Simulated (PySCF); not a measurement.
PySCF input for 1,1-dichloroprop-1-ene (C3H4Cl2), SMILES CC=C(Cl)Cl, PBE/pcSseg-1. Coordinates come from a B3LYP-D3(BJ)/def2-SVP optimisation.

```python
import numpy as np
from pyscf import gto, scf, dft
from pyscf.prop.nmr import rks as nmr

mol = gto.M(
    atom='''
    C     0.73251955   -2.36304064    0.00000000
    C     1.04540149   -0.90088233   -0.00000000
    C     0.15828695    0.10054607   -0.00000000
    Cl   -1.56791654   -0.13517550   -0.00000000
    Cl    0.64377679    1.77279150    0.00000000
    H     1.17213242   -2.85354107    0.88529163
    H    -0.34923327   -2.54936524    0.00000000
    H     1.17213242   -2.85354107   -0.88529164
    H     2.09809621   -0.60276332   -0.00000001
    ''',
    basis='pcSseg-1',
    charge=0,
    spin=0,
    max_memory=1600,
    verbose=3,
)
mf = dft.RKS(mol, xc='pbe')
mf.grids.level = 3
mf.conv_tol = 1e-10
mf.max_cycle = 100
mf.kernel()
n = nmr.NMR(mf)
n.verbose = 2
n.max_cycle_cphf = 60
sigma = n.kernel()
print('atom   isotropic/ppm   span/ppm')
for i, s in enumerate(sigma):
    w = np.linalg.eigvalsh((s + s.T) / 2)
    print(f'{mol.atom_symbol(i):2s}{i + 1:3d} {w.mean():14.3f} {w[2] - w[0]:11.3f}')
```

Output:

```
converged SCF energy = -1036.52533032535
atom   isotropic/ppm   span/ppm
C   1        161.032      33.180
C   2         50.462     176.087
C   3         37.166     135.997
Cl  4        605.477     513.135
Cl  5        561.188     651.274
H   6         29.351      10.700
H   7         29.029       7.045
H   8         29.351      10.700
H   9         25.438       7.566
```

The calculation finished and met its thresholds.
